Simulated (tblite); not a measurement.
Task: What does the GFN2-xTB structure of `CC(C)(C)c1ccpcn1` look like in three dimensions?

Result: 
Z-matrix in Å and degrees, rows numbered from 1:
```
C 
C   1  1.5344
C   2  1.5293  1  109.10
C   2  1.5345  1  110.02  3   119.68
C   2  1.5181  1  109.18  3  -120.55
C   5  1.3972  2  120.43  1   -60.14
C   6  1.3761  5  123.15  2  -179.97
P   7  1.7394  6  124.52  5    -0.03
C   8  1.7447  7   97.23  6     0.03
N   9  1.3081  8  128.85  7    -0.03
H   1  1.0873  2  111.53  3  -176.94
H   1  1.0880  2  110.23  3    62.64
H   1  1.0877  2  109.95  3   -56.89
H   3  1.0861  2  110.42  1   -60.08
H   3  1.0860  2  110.41  1  -179.55
H   3  1.0876  2  109.99  1    60.19
H   4  1.0877  2  109.93  1   -62.90
H   4  1.0880  2  110.20  1   177.56
H   4  1.0873  2  111.52  1    57.16
H   6  1.0814  5  118.76  2     0.00
H   7  1.0843  6  118.45  5   179.99
H   9  1.0870  8  117.02  7   179.99
```

The 6 C–C bonds span 1.376 Å (C6–C7, aromatic) to 1.534 Å (C2–C4, drawn single), a spread of 0.158 Å. Of the pairs four or more bonds apart, N10···H15 is among the closest relative to their van der Waals radii: 2.57 Å, 94 % of the sum of Bondi's values. The 6-membered ring C5–C6–C7–P8–C9–N10 has internal angles of 97.2° to 128.8°; it is planar, 0.00 Å rms from its mean plane, widest ring torsion 0°.

Computed geometry: GFN2-xTB, gas phase.

Point group: Cs (tolerance 0.08 Å). Its GFN2-xTB frequencies are all real (lowest 40 cm⁻¹). 2 starts were optimised and ended at 0.00 and 0.32 kcal/mol (GFN2-xTB); the lowest of these is shown.
